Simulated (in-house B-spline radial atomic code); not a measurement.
The numbers below are computed, except where a source is named.
**Weak and strong correlation along the adiabatic connection**

Two-electron singlets in several external potentials (atomic units), by full CI in B-splines with partial waves to l = 8 (correlation energies up to 0.6 % small). The repulsion is scaled by λ at fixed density; W(λ) is the mean repulsion less the Hartree energy, W(0) = E_x, and the area under W from 0 to 1 is E_xc.

One system gave this curve:

```
   λ  W (hartree)
   0      -4.0209
0.02      -4.0229
0.05      -4.0258
0.12      -4.0327
0.25      -4.0453
 0.4      -4.0597
 0.6      -4.0784
 0.8      -4.0967
   1      -4.1146
 1.4      -4.1492
   2      -4.1982
   3       -4.273
 4.5      -4.3711
   7      -4.5048
  10      -4.6293
```

(1) Which system is it?
A. ω²r²/2, ω = 26.1
B. −V exp(−r²/w²), V = 7.69, w = 6.38
C. −Z/r, Z = 3, wall at 1.4 bohr
D. ω²r²/2 − Z/r, ω = 0.0422, Z = 2

Results:

(1) A. The exchange energy sets the size: ω²r²/2, ω = 26.1: E_x = -4.02, E_c = -0.0478; −Z/r, Z = 3, wall at 1.4 bohr: E_x = -1.88, E_c = -0.0428; ω²r²/2 − Z/r, ω = 0.0422, Z = 2: E_x = -1.03, E_c = -0.042; −V exp(−r²/w²), V = 7.69, w = 6.38: E_x = -0.559, E_c = -0.0389 hartree.
